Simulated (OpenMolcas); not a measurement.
How basis sets differ on RbI (SMILES [Rb][I])

The species is RbI (2 atoms), meant as a singlet with charge 0. SMILES: `[Rb][I]`. The bond length is the measured one.

```tsv
atom	x (Å)	y (Å)	z (Å)
Rb	0.0000	0.0000	0.0000
I	0.0000	0.0000	3.1769
```

Each level gives the vertical energy of the triplet above the singlet (eV). The values are calculated.

| level | kind | program | value (eV) | CPU time (all runs) |
| --- | --- | --- | --- | --- |
| HCTH407/def2-SVP (core potential) | GGA | OpenMolcas | 3.93 | 8.1 s |
| HCTH407/def2-SVPD (core potential) | GGA | OpenMolcas | 3.96 | 14 s |
| HCTH407/def2-TZVP (core potential) | GGA | OpenMolcas | 3.92 | 12 s |
| HCTH407/def2-TZVPD (core potential) | GGA | OpenMolcas | 3.92 | 16 s |
| HCTH407/def2-TZVPPD (core potential) | GGA | OpenMolcas | 3.92 | 18 s |
| HCTH407/def2-QZVPPD (RICD fitting, core potential) | GGA | OpenMolcas | 3.92 | 42 s |

Spin-orbit coupling, which can split open shells on such heavy atoms by tenths of an eV, is left out. The values span 3.92 to 3.96 eV. CPU times are rough (shared hosts, several kinds of processor): they show what a rung costs within a factor of a few.
